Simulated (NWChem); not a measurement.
System: C2H4Cl2Si; SMILES C=C(Cl)[SiH2]Cl

Input file for NWChem:

```
start job
memory heap 200 mb stack 900 mb global 1100 mb
geometry units angstroms noautoz
  C     -1.484203    -1.628495    -0.695105
  C     -0.479998    -0.956357    -0.099483
  Cl     1.115655    -1.669554     0.064245
  Si    -0.646625     0.769973     0.631960
  Cl     0.601501     2.092068    -0.377523
  H     -2.474105    -1.155170    -0.793207
  H     -1.354434    -2.647067    -1.095042
  H     -2.069766     1.215314     0.467715
  H     -0.237293     0.755389     2.072830
end
basis spherical
  C library cc-pvdz
  Cl library cc-pvdz
  Si library cc-pvdz
  H library cc-pvdz
end
dft
  xc hfexch
  iterations 150
  mulliken
end
task dft energy
```

The geometry was optimised at PBE-D3(BJ)/def2-SVP.

Problem. Give the results of this calculation. (Hartree-Fock/cc-pVDZ.) Quantities: basis functions; energy (Ha); highest occupied level (eV); orbital gap (eV); dipole (D).

Solution. 
```json
{
 "number_of_basis_functions": "102",
 "energy (Ha)": "-1286.03",
 "highest occupied level (eV)": "-10.36",
 "orbital gap (eV)": "13.04",
 "dipole (D)": "2.84"
}
```
